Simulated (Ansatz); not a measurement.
`[InH2][I]` + HCl → `[Cl][InH2]` + HI at 700 K and 1 bar (ligand exchange at the In–I bond).

Isolated molecules relaxed with PBE0-D4/def2-TZVP in Ansatz; ΔE leaves out vibrations. CBS: MP2 limit from def2 TZ/QZ plus the TZ coupled-cluster correction, frozen cores. This one scheme is used for every species. def2 core potentials past Kr. For I, In outer-core shells are correlated without core-valence functions, which leaves a few kJ/mol of doubt a bond.

```json
{"species": "`[InH2][I]`", "CCSD(T)/CBS energy (Eh)": "-488.48444", "H − E (kJ/mol)": "71.4", "S (J/(mol·K))": "349.5"}
{"species": "HCl", "CCSD(T)/CBS energy (Eh)": "-460.38127", "H − E (kJ/mol)": "38.4", "S (J/(mol·K))": "211.8"}
{"species": "`[Cl][InH2]`", "CCSD(T)/CBS energy (Eh)": "-650.81839", "H − E (kJ/mol)": "71.8", "S (J/(mol·K))": "329.5"}
{"species": "HI", "CCSD(T)/CBS energy (Eh)": "-298.03592", "H − E (kJ/mol)": "34.6", "S (J/(mol·K))": "231.7"}
```

H − E and S are ideal-gas, rigid-rotor, harmonic terms from PBE0-D4/def2-TZVP. 1 Eh = 2625.50 kJ/mol, R = 8.31446 J/(mol·K).

**Question.** By hand: ΔE, ΔH, ΔS and ΔG.

**Answer.** ΔE = (-650.81839) + (-298.03592) − (-488.48444) − (-460.38127) = 0.01140 Eh = 29.9 kJ/mol. Δ(H − E) = 71.8 + 34.6 − 71.4 − 38.4 = -3.4, so ΔH = 26.5 kJ/mol. ΔS = 329.5 + 231.7 − 349.5 − 211.8 = -0.1 J/(mol·K). ΔG = 26.5 − 700 × (-0.1)/1000 = 26.6 kJ/mol.

**Question.** By hand: the equilibrium constant, and the temperature at which ΔG would vanish if ΔH and ΔS stayed fixed.

**Answer.** log₁₀ K = −ΔG/(RT ln 10) = -2.0. ΔH and −TΔS have one sign here, so there is no such temperature.

The number of gas molecules stays the same, so ΔS is small and ΔH decides. A doubt of 5 kJ/mol in ΔE shifts log₁₀ K by 0.4 here. These are equilibria of isolated gas molecules and say nothing of rates. Largest T1 diagnostic: 0.014 (customary marks: 0.02 for closed shells, 0.045 for open ones).

ΔS is within the doubt of such terms, so its sign, and with it that verdict, could turn.
